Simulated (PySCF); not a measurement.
C6H11OPSi.
Structure used (GFN2-xTB), in Å, numbered top down from 1:
```xyz
20
C6H11OPSi angstrom
O      1.137    0.209    2.373
P      0.423    0.257    1.092
C      1.498    0.652   -0.331
Si     2.829   -0.696   -0.486
C     -0.927    1.459    1.022
C     -2.015    1.239    0.299
C     -2.236    0.023   -0.548
C     -1.596   -1.226   -0.025
C     -0.462   -1.256    0.658
H      0.898    0.748   -1.233
H      1.949    1.620   -0.109
H      3.559   -0.855    0.764
H      3.730   -0.269   -1.561
H      2.177   -1.952   -0.878
H     -0.818    2.335    1.649
H     -2.821    1.963    0.287
H     -1.841    0.223   -1.552
H     -3.310   -0.144   -0.666
H     -2.127   -2.144   -0.245
H     -0.052   -2.176    1.054
```

NICS is the negative of the GIAO shielding at a point without a nucleus: at the ring centre (0) and 1 Å above and below it (1); zz is the component along the ring normal. Level: GIAO PBE0/pcSseg-1 (PySCF, non-relativistic, gas phase) on the GFN2-xTB geometry, one conformer.

Ring bond lengths (Å), with Mayer bond orders in brackets: P2–C5 1.809 (0.89), C5–C6 1.325 (1.88), C6–C7 1.498 (1.06), C7–C8 1.498 (1.06), C8–C9 1.325 (1.89), C9–P2 1.806 (0.88).

Problem. Give the NICS values of each ring in ppm.

Solution. 
```
             ring                                                     type  NICS(0)  NICS(1), two faces  NICS(1)zz, two faces  rms pucker (Å)  centre to ring atoms, mean (Å)
P2–C5–C6–C7–C8–C9  6-membered ring with P; formal bonds 2 double, 4 single     -1.1         -3.8 / -2.0           -3.8 / -1.2            0.17                            1.52
```

Problem. What do they say, and how far can they be read as aromaticity?

Solution. 
- P2–C5–C6–C7–C8–C9: mean NICS(1)zz -2.5 ppm, near zero. P2, C7 have four or more neighbours, and the NICS criterion for π rings isn't applied.

Problem. List the ring angles and the Hirshfeld charges of the ring atoms.

Solution. 
- P2–C5–C6–C7–C8–C9: P2 100.5° (+0.414 e), C5 121.6° (-0.104 e), C6 124.4° (-0.026 e), C7 114.6° (-0.066 e), C8 124.4° (-0.021 e), C9 121.6° (-0.103 e); sum 707.1° against 720° for a flat convex ring.

Problem. What are the shieldings of the ring atoms and their hydrogens in the same run (means over atoms taken as equivalent)?

Solution. 
| atoms | environment | σ isotropic (ppm) |
| --- | --- | --- |
| P2 | phosphoryl phosphorus | 340.1 |
| C5 (×2) | alkene CH carbon | 47.7 |
| C6 (×2) | alkene CH carbon | 39.5 |
| C7 | allylic carbon | 153.6 |
| H15 (×2) | vinylic hydrogen | 25.09 |
| H16 (×2) | vinylic hydrogen | 24.84 |
| H17 | methylene hydrogen | 29.17 |
| H18 | methylene hydrogen | 28.67 |
